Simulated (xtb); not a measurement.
CdI, SMILES [Cd+][I], charge +1. All values are semi-empirical tight-binding results from xtb (GFN2-xTB unless named), good for trends rather than for accurate numbers. Coordinates come from a GFN2-xTB optimisation. The spin state was assumed, not searched.

Optimised geometry:

Bonds (Å): Cd1–I2 2.556.
Charge +1, spin multiplicity 1.

For metal compounds this method's bond lengths and energies can be far off.

Computed properties:
The point group as xtb finds it comes out as C∞v. The orbital gap is 2.16 eV.

Task: Give the atomic charges and the Wiberg bond orders between heavy atoms. (Estimate from the structure and the level; the computed values follow.)

Result: charges (e) Cd1 0.60, I2 0.40. Bond orders Cd1–I2 1.59.
